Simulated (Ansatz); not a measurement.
F2S2W (`[F][W]([F])(=[S])=[S]`), relaxed with RKS PBE-D4/def2-SVP in the Gaussian-basis code of Ansatz from a rough embedded geometry. The force threshold is 0.03 eV/Å; the program also tests the step.

Total charge 0; spin multiplicity 1. W takes the def2 core potential.

Start:

```xyz
5

F    -0.806    1.866   -0.500
W     0.025   -0.069    0.175
F    -0.105   -0.794   -2.087
S     1.975    0.704    0.961
S    -1.089   -1.706    1.450
```

```json
{"step": "1", "energy (eV)": "-28907.9288", "largest force (eV/Å)": "4.045", "largest move (Å)": "0.000"}
{"step": "2", "energy (eV)": "-28910.9350", "largest force (eV/Å)": "3.264", "largest move (Å)": "0.195"}
{"step": "3", "energy (eV)": "-28911.7970", "largest force (eV/Å)": "3.110", "largest move (Å)": "0.195"}
{"step": "4", "energy (eV)": "-28912.1760", "largest force (eV/Å)": "0.644", "largest move (Å)": "0.200"}
{"step": "5", "energy (eV)": "-28912.2672", "largest force (eV/Å)": "0.230", "largest move (Å)": "0.114"}
{"step": "6", "energy (eV)": "-28912.2763", "largest force (eV/Å)": "0.049", "largest move (Å)": "0.025"}
{"step": "7", "energy (eV)": "-28912.2776", "largest force (eV/Å)": "0.013", "largest move (Å)": "0.021"}
```

End:

```xyz
5

F    -1.019    1.634   -0.155
W    -0.044    0.043   -0.103
F     0.221   -0.843   -1.723
S     1.875    0.465    0.743
S    -1.033   -1.299    1.238
```

Run time 10 s (4 threads of an Arm Neoverse V1 on a shared host); peak host memory 0.15 GiB.
